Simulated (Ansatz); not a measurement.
[NbS4]3- (NbS4³⁻) was relaxed with B3LYP-D4 (def2-SVPD) in Ansatz in these states: charge -2 doublet, charge -3 singlet. The geometries follow in no particular order.

In the def2 sets Nb takes a core potential; there is no spin–orbit coupling. A multiply charged anion in the gas phase is held together partly by the finite basis. Removing one electron lowers the energy by 4.36 eV at PBE0-D4/def2-TZVPD, so it isn't bound.

A:

```xyz
5

Nb    0.000    0.000    0.000
S     0.669   -0.797    2.085
S    -1.664    1.607    0.281
S    -0.831   -1.764   -1.276
S     1.825    0.954   -1.090
```

B:

```
atom    x (Å)    y (Å)    z (Å)
 Nb1  -0.0247   0.0662   0.0753
  S2   0.9113  -2.0646   0.1376
  S3  -0.2334   0.2570  -2.2340
  S4   1.3979   1.6251   0.9184
  S5  -2.0512   0.1164   1.1027
```

Problem. Judge from the bond lengths which geometry belongs to which state (an estimate).

Solution. A is the charge -3 singlet (Nb1–S4 2.330 Å, Nb1–S5 2.330 Å, Nb1–S3 2.330 Å); B is the charge -2 doublet (Nb1–S4 2.273 Å, Nb1–S5 2.273 Å, Nb1–S3 2.327 Å).

At B3LYP-D4/def2-SVPD the highest occupied level of the charge -3 singlet lies above zero (up to 5.85 eV). By energy differences it is unbound by 4.36 eV (vertical, against the charge -2 doublet, at CCSD(T)/def2-SVPD) and held by the finite basis. At B3LYP-D4/def2-SVPD the highest occupied level of the relaxed charge -2 doublet lies above zero (up to 1.93 eV). The electron is either unbound and held by the finite basis, or the level is raised by self-interaction error.
